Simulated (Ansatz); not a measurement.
H3Al, charge -1, doublet, geometry from GFN2-xTB (such geometries of metal compounds can be far from the true shape) (a state made from the parent by changing its charge; the spin is typed, not shown lowest) (a gas-phase anion, which may not be bound at this level). Base run: HF/6-31G in Ansatz (a program for electronic structure).

Input for Ansatz:
Ansatz 0.2 input:
```yaml
crystal:
  periodic: [false, false, false]
  atoms:
    - {symbol: Al, position_ang: [-0.12972065, -0.01446946, 0.05836432]}
    - {symbol: H, position_ang: [1.19133358, -0.37622840, 1.03675527]}
    - {symbol: H, position_ang: [0.28965596, 1.51791039, -0.49772732]}
    - {symbol: H, position_ang: [0.20537886, -0.95357897, -1.29776411]}
basis:
  gaussian:
    orbitals: 6-31G
hamiltonian:
  xc: hf
total_charge: -1
magnetization: {spin_polarized: true, initial_magnetization: 1}
```

The bond that is stretched is that between atoms 2 and 1. A test that says stable can miss a lower solution.

Each row names what was changed in the base input (with any setting that the change needs).

| change | ΔE vs base (mEh) | <S^2> | stability test says |
|---|---|---|---|
| base | 0.000 | 0.753 | minimum |
| spin_polarized = on; lower_state_search = off | 0.000 | 0.753 | undecided (no full test) |
| spin_polarized = on; lower_state_search = standard | 0.000 | 0.753 | minimum |
| bond × 1.25 | 18.946 | 0.752 | minimum |
| spin_polarized = on; lower_state_search = off; bond × 1.25 | 18.946 | 0.752 | undecided (no full test) |
| spin_polarized = on; lower_state_search = standard; bond × 1.25 | 18.946 | 0.752 | minimum |
| bond × 1.5 | 48.465 | 0.752 | minimum |
| spin_polarized = on; lower_state_search = off; bond × 1.5 | 48.465 | 0.752 | undecided (no full test) |
| spin_polarized = on; lower_state_search = standard; bond × 1.5 | 48.465 | 0.752 | minimum |
| bond × 1.8 | 72.049 | 1.082 | minimum |
| spin_polarized = on; lower_state_search = off; bond × 1.8 | 72.049 | 1.082 | undecided (no full test) |
| spin_polarized = on; lower_state_search = standard; bond × 1.8 | 72.049 | 1.082 | minimum |
| bond × 2.2 | 82.371 | 1.177 | minimum |
| spin_polarized = on; lower_state_search = off; bond × 2.2 | 82.371 | 1.177 | undecided (no full test) |
| spin_polarized = on; lower_state_search = standard; bond × 2.2 | 82.371 | 1.177 | minimum |
| bond × 3.0 | 85.774 | 1.174 | minimum |
| spin_polarized = on; lower_state_search = off; bond × 3.0 | 85.774 | 1.174 | undecided (no full test) |
| spin_polarized = on; lower_state_search = standard; bond × 3.0 | 85.774 | 1.174 | minimum |

A gas-phase anion may not be bound at this level; its values then depend on the basis.

On stretching, the SCF can end on different states; <S^2> shows the spin contamination of each.
